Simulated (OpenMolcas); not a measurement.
W II: from CASSCF to CASPT2

```
Program             : OpenMolcas 26.06
Basis               : ANO-R1 [7s5p4d2f]
Scalar Hamiltonian  : X2C, finite nucleus
Active space        : 5 electrons in 6 orbitals (5d 6s)
State averaging     : 2S+1 = 6 even, 6 roots; 2S+1 = 4 even, 81 roots kept (CI in the orbitals of an earlier block); 2S+1 = 2 even, 130 roots kept (CI in the orbitals of an earlier block, 113 in the spin-orbit step)
Spin-orbit coupling : RASSI with atomic mean-field integrals over the reference wave functions, term energies averaged over their components
```

Methods on the same reference wave functions:
A. CASSCF
B. SS-CASPT2, IPEA 0.25 Eh, imaginary shift 0.1 Eh (closed shells correlated: 5s 5p)
C. MS-CASPT2, IPEA 0.25 Eh, imaginary shift 0.1 Eh (closed shells correlated: 5s 5p)

Energies in eV above 5d⁴ 6s ⁶D_1/2, the measured ground level; measured values from NIST Handbook of Basic Atomic Spectroscopic Data.

```
                   Level       A       B       C  Measured
           5d⁴ 6s ⁶D_1/2  0.0000  0.0000  0.0000    0.0000
           5d⁴ 6s ⁶D_3/2  0.1716  0.1995  0.1995    0.1883
           5d⁴ 6s ⁶D_5/2  0.3771   0.419   0.419    0.3933
           5d⁴ 6s ⁶D_7/2  0.5823   0.614   0.614    0.5847
           5d⁴ 6s ⁶D_9/2  0.7864   0.786   0.786    0.7621
              5d⁵ ⁶S_5/2  1.0452   1.112   1.112    0.9200
 5d⁴ 6s ⁴P_1/2(1) [65 %]  1.5218   1.252   1.252          
 5d⁴ 6s ⁴F_3/2(1) [62 %]  2.0169   1.571   1.571          
 5d⁴ 6s ⁴D_1/2(1) [66 %]  2.2704   1.890   1.890          
 5d⁴ 6s ⁴D_3/2(1) [72 %]  2.4863   2.134   2.134          
   5d⁴ 6s ⁴H_11/2 [58 %]  2.6424   2.561   2.561          
          5d⁴ 6s ⁴H_13/2  2.9066   2.828   2.828          
    5d⁴ 6s ⁴G_9/2 [52 %]  2.9584   2.789   2.789          
   5d⁴ 6s ⁴G_11/2 [55 %]  3.1122   3.017   3.017          
 5d⁴ 6s ⁴D_3/2(2) [57 %]  3.5980   3.191   3.191          
 5d⁴ 6s ⁴F_5/2(2) [54 %]  3.6462   2.952   2.952          
        5d⁴ 6s ⁴D_5/2(2)  3.7465   3.398   3.398          
5d⁴ 6s ²H_11/2(1) [63 %]  3.8084   3.436   3.436          
   5d⁴ 6s ²I_11/2 [64 %]  4.1729   3.939   3.939          
          5d⁴ 6s ²I_13/2  4.2659   4.094   4.094
```

Deviations, from unrounded energies. A percentage is the sum of absolute deviations over the sum of measured energies, with the sign that they share, or ± where signs differ.

```tsv
Against measurement	Levels	A	B	C
mean absolute deviation (cm-1)	5	300	460	460
fine structure of the ground term (%)	4	±3.1	+4.7	+4.7
other configurations (%)	1	+13.6	+20.9	+20.9
```

A lies closest to measurement on these levels and C furthest from it. The largest miss of A in the table is 5d⁵ ⁶S_5/2, by +1000 cm-1. The ranking rests on the paired levels alone, and a cruder setting can come out closer through cancelling errors.

Between B and C no level of the table moves by more than 5 cm-1.

The two smallest mean deviations differ by little beside CASPT2's spread within terms, so their order carries little weight.

From A to B the spin-free energies of the other terms of 5d⁴ 6s shown, above ⁶D, scale by factors of 0.70 to 0.94.

The lowest spin-free term lies below A's lowest term by 0.170 hartree in B, 0.170 hartree in C.

CASPT2 breaks the degeneracy within a term, and the mean is taken; among the terms shown or strongly mixed into the levels shown the widest spread is 360 cm-1 (5d⁴ 6s ²H(1), B). Some high roots are left out of the spin-orbit mixing, which shifts the levels that they would mix with. Terms from blocks run as CI alone lack orbitals of their own. Configurations are named by rounded mean occupations; where the s occupation lies near a half they are strongly mixed, a name can repeat and a true partner stay unpaired. A single d shell beside an s shell can misplace configurations of different d count against each other. Without dynamic correlation excited terms often stand tens of per cent too high (terms of higher spin than the ground term too low), and those without a measured partner can miss by more than the paired ones (holds for A). Blocks of more than 70 roots (2S+1 = 4 even, 2 even) ran without multistate coupling (holds for C). Measured partners are found by configuration, term and J. A level has none where our copy of the source lacks it or the pairing is in doubt (some pairs that miss far off the trend of their configuration count as doubtful), and it then counts in no deviation. Levels of configurations outside the active space are missing. The table leaves out levels that lie high or whose names do not pair safely across all columns.

A share in square brackets marks a mixed level and gives the weight of the term that names it, the lowest over the columns. A number in round brackets counts repeated terms of one configuration in the order of the reference energies.
